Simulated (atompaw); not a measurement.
**Zr: one change to a PAW (atompaw) potential, before and after**

zirconium (Zr), PAW, made with atompaw 4.2.0.5 (PBE, scalar-relativistic). Core [Kr], reference 4d2 5s1.5 5p0 (charge +0.5). Waves: 5s (bound): rc 3.00 bohr; 5s channel at 1.55 Ry: rc 3.00 bohr; 5p (bound, empty): rc 3.00 bohr; 5p channel at 1 Ry: rc 3.00 bohr; 4d (bound): rc 1.85 bohr; 4d channel at -0.15 Ry: rc 1.85 bohr. Local part: bessel scheme, radius 2.95 bohr. Core correction: smooth core density matched at 2.35 bohr. Augmentation charge: sinc compensation charge, radius 2.25 bohr; PAW radius 3.00 bohr; waves and projectors: custom rrkj gramschmidtortho.

Change: all radii scaled by about 0.89 (s 2.66, p 2.66, d 1.64 bohr); local potential bessel scheme, radius 2.60 bohr; augmentation sinc compensation charge, radius 2.00 bohr; PAW radius 2.66 bohr; waves and projectors: custom rrkj gramschmidtortho; core correction smooth core density matched at 2.08 bohr.

Cutoffs: the cutoffs (Ry, on a coarse ladder) from which the occupation-weighted sum of valence levels, in a spherical-Bessel basis at the reference potential, stays within 10 and 1 mRy of its value at 400 Ry; they do not see the model core or the augmentation charge, which bear on the density cutoff.

Problem. What does the change do?

Solution. The potential gets harder (25 Ry and 35 Ry → 30 Ry and 40 Ry); a bound ghost appears in p, which as a rule spoils a file. A smaller radius makes the pseudo-wave follow the all-electron one further in, where it bends more sharply, so more plane waves are needed.

```csv
quantity,base,changed
"cutoff, loose",25 Ry,30 Ry
"cutoff, tight",35 Ry,40 Ry
loose cutoff by channel (10 mRy a level),"s 6 Ry, d 25 Ry","s 6 Ry, d 30 Ry"
bound ghosts,none,p
lowest overlap eigenvalue by channel,"s 0.66, p 0.62, d 0.99","s 0.63, p 0.73, d 0.98"
```

 A true bound ghost makes a file unfit for plane-wave use even where its test errors are small: the radial tests pick states by their node count and pass the ghost by. The cutoffs see the waves, projectors and local potential, not the compensation charge or the core.
